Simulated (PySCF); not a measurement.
A GIAO shielding run with PySCF (density fitting, non-relativistic, gas phase) on `InChI=1S/C2H3F2O4S2/c1-2(9(3,5)6)10(4,7)8/h1H3/q-1`:

```
{"job": {"kind": "nmr", "xc": "PBE0", "basis": "pcSseg-1"}, "charge": -1, "multiplicity": 1}
C     -0.107090     1.209348    -0.915063
C      0.030301    -0.272800    -0.661080
S     -1.331391    -0.810032     0.233882
O     -1.385039    -2.217828     0.457632
O     -2.558917    -0.204582    -0.214669
F     -1.154802    -0.159054     1.804286
S      1.297811    -0.516004     0.494519
O      1.388421    -1.817706     1.064434
O      1.669990     0.607272     1.306024
F      2.579852    -0.530080    -0.628642
H     -1.125221     1.402933    -1.245362
H      0.098112     1.800410    -0.019748
H      0.593584     1.508610    -1.693943
```

Hardware: 1 thread of an Arm Neoverse V1, shared host. The job also computes population analyses, field gradients.

Question: How large is the calculation?

Answer: 98 electrons, 199 basis functions and 1084 auxiliary functions.

Question: How long does it take?

Answer: 36 s of wall time, with 16 SCF cycles and 5 response iterations. Times on a shared host scatter by some tens of per cent.
